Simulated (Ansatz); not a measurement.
`C[SiH2]C(C)O`. The species carries charge 0 and has multiplicity 1.

```
atom   x (Å)   y (Å)   z (Å)
  C1   1.154  -1.411   1.138
 Si2   1.013  -0.291  -0.355
  C3  -0.421   0.945  -0.201
  C4  -1.778   0.277  -0.244
  O5  -0.385   1.887  -1.275
  H6   1.281  -0.829   2.055
  H7   0.260  -2.028   1.247
  H8   2.013  -2.079   1.042
  H9   2.263   0.514  -0.513
 H10   0.825  -1.092  -1.596
 H11  -0.328   1.475   0.761
 H12  -2.572   1.026  -0.184
 H13  -1.899  -0.415   0.593
 H14  -1.909  -0.280  -1.175
 H15   0.482   2.300  -1.294
```

(1) What are the harmonic wavenumbers in cm⁻¹ at PBE0-D4/def2-TZVP (Ansatz, finite differences of forces, unscaled)? (An estimate is asked.)

(2) Is this a minimum?

(3) Give the ideal-gas thermochemistry at 298.15 K and 1 bar (rigid rotor, harmonic oscillator; point group C1, symmetry number 1).

(4) And at 400, 500, 600, 800 and 1000 K?

Results:

(1) Ansatz gave: 71, 133, 148, 232, 256, 294, 303, 410, 500, 604, 677, 720, 752, 877, 895, 917, 947, 1006, 1061, 1125, 1264, 1276, 1295, 1364, 1403, 1450, 1452, 1472, 1495, 2179, 2211, 2964, 3045, 3052, 3119, 3127, 3136, 3138, 3856.

(2) Yes, all 39 modes are real.

(3) Zero-point energy 324.4 kJ/mol; H(298) − E = 348.2 kJ/mol; entropy 360.8 J/(mol·K), of which translation 165.0, rotation 112.2, vibration 83.6; G(298) − E = 240.7 kJ/mol. Modes under 100 cm⁻¹ are hindered rotations or soft bends, so the harmonic entropy is rough.

(4) 
```tsv
T (K)	H − E (kJ/mol)	S (J/mol/K)	G − E (kJ/mol)
400	362.9	402.9	201.7
500	380.1	441.2	159.5
600	399.7	476.8	113.6
800	444.4	540.9	11.7
1000	494.8	597.1	-102.2
```
